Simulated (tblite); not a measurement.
C6H10O2.
SMILES with atom numbers: `[CH2:1]=[CH:2][CH2:3][O:4][C:5](=[CH2:6])[CH2:7][OH:8]` (hydrogens: H9, H10 on C1; H11 on C2; H12, H13 on C3; H14, H15 on C6; H16, H17 on C7; H18 on O8)

Computed with GFN2-xTB (tblite), gas phase: Langevin dynamics at 400 K from the optimised GFN2-xTB geometry, time step 0.5 fs, friction 0.01 fs⁻¹, 2000 steps. The instantaneous temperature is 2·E(kin)/(3Nk) with all 3N coordinates.

```
t (fs)  T (K)  E(pot) above start (eV)  C1=C2 (Å)  C2–C3 (Å)  C3–O4 (Å)  O4–C5 (Å)  C5=C6 (Å)  C1–H9 (Å)  C1–C2–C3–O4 (°)
     0    339                    0.000      1.319      1.497      1.415      1.364      1.325      1.076              134
    50    276                    0.326      1.332      1.517      1.431      1.389      1.343      1.113              120
   100    297                    0.469      1.332      1.528      1.434      1.353      1.345      1.065              105
   150    320                    0.584      1.284      1.503      1.364      1.346      1.294      1.059              109
   200    460                    0.485      1.325      1.487      1.446      1.390      1.344      1.101              116
   250    353                    0.519      1.331      1.510      1.447      1.343      1.338      1.088              122
   300    352                    0.809      1.329      1.465      1.421      1.363      1.309      1.084              140
   350    345                    0.831      1.287      1.540      1.456      1.357      1.338      1.061              170
   400    329                    0.899      1.364      1.499      1.430      1.397      1.304      1.119             -171
   450    305                    0.853      1.280      1.471      1.380      1.350      1.337      1.088             -163
   500    374                    0.953      1.351      1.517      1.468      1.349      1.334      1.038             -160
   550    351                    0.928      1.325      1.528      1.404      1.400      1.334      1.080             -136
   600    312                    0.774      1.298      1.494      1.396      1.301      1.309      1.110             -116
   650    283                    0.701      1.331      1.577      1.382      1.408      1.328      1.062             -110
   700    346                    0.881      1.290      1.496      1.429      1.361      1.351      1.049             -118
   750    355                    0.657      1.347      1.484      1.385      1.326      1.323      1.064             -117
   800    415                    0.848      1.294      1.568      1.443      1.296      1.315      1.150              -98
   850    352                    0.919      1.366      1.515      1.371      1.363      1.389      1.044             -108
   900    392                    0.912      1.284      1.482      1.472      1.399      1.288      1.101             -130
   950    387                    0.892      1.358      1.513      1.378      1.320      1.307      1.112             -128
  1000    384                    0.940      1.300      1.461      1.491      1.422      1.325      1.065             -108
```

Problem. From 500 fs on, how do temperature and potential energy compare with equipartition?

Solution. The mean temperature of these 11 frames is 359 K against the target 400 K, and the mean potential energy 0.85 eV against 48 × kT/2 = 0.83 eV for 48 classical harmonic modes. For 18 atoms in a canonical ensemble the temperature itself scatters by T·√(2/(3N)) = 77 K; here its standard deviation is 36 K. The whole run lasts only 10 friction times of 100 fs, so these averages carry a wide statistical error.

Problem. What are the kinetic and total energies of the listed frame with the highest potential energy?

Solution. The one at 500 fs, 0.953 eV above the start. Its kinetic energy is 3NkT/2 = 0.869 eV at 374 K, so the sum is 1.82 eV; over the listed frames the sum runs from 0.79 to 1.83 eV, since the thermostat adds and removes energy.

Problem. How much do the listed bonds fluctuate from 500 fs on?

Solution. 
```tsv
bond	at the start (Å)	mean (Å)	standard deviation (Å)
C1=C2	1.319	1.322	0.029
C2–C3	1.497	1.512	0.034
C3–O4	1.415	1.420	0.041
O4–C5	1.364	1.359	0.042
C5=C6	1.325	1.327	0.025
C1–H9	1.076	1.080	0.033
```

The motion is classical and holds no zero-point motion.

What follows is the cost of the whole dynamics run. Hardware: one thread of an Arm Neoverse V1, shared host. Cost: 13 s of wall time, 0.18 GiB resident at most.
